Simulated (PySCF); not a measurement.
Compound: C4HNSe.
SMILES: `C(#N)C(=[Se])C#C`

Level of theory: MP2 and CCSD/aug-cc-pVDZ in PySCF, restricted Hartree–Fock reference, frozen core, non-relativistic, gas phase, PBE0-D3(BJ)/def2-SVP geometry.

E(HF) = -2606.21735 Eh.

Task: How large is the problem?

Result: 160 basis functions and 66 electrons; 14 orbitals frozen, which leaves o = 19 correlated occupied and v = 127 virtual orbitals. That is o·v = 2413 singles and o·v(o·v + 1)/2 = 2912491 distinct closed-shell doubles amplitudes before symmetry; the costliest CCSD step grows as o²v⁴ = 9.4 × 10^10.

Task: What are the MP2 and CCSD correlation energies?

Result: MP2 -0.8226 Eh and CCSD -0.8361 Eh, which gives totals of -2607.03996 and -2607.05341 Eh. That is 0.599 eV for each correlated electron at CCSD (2195 kJ/mol in all, 0.032 % of the total energy); MP2 gives 98.4 % of the CCSD value.

Task: What is the T1 diagnostic?

Result: 0.0139, below the customary warning level of 0.02. It is the norm of the spatial-orbital singles amplitudes over the root of the number of correlated electrons, so the norm is 0.086.

Task: How does correlation change the dipole moment?

Result: HF gives 3.79 D and CCSD (unrelaxed density) 3.43 D, a change of -0.36 D; the two vectors are 6° apart.

No triples correction and no basis-set extrapolation were made.
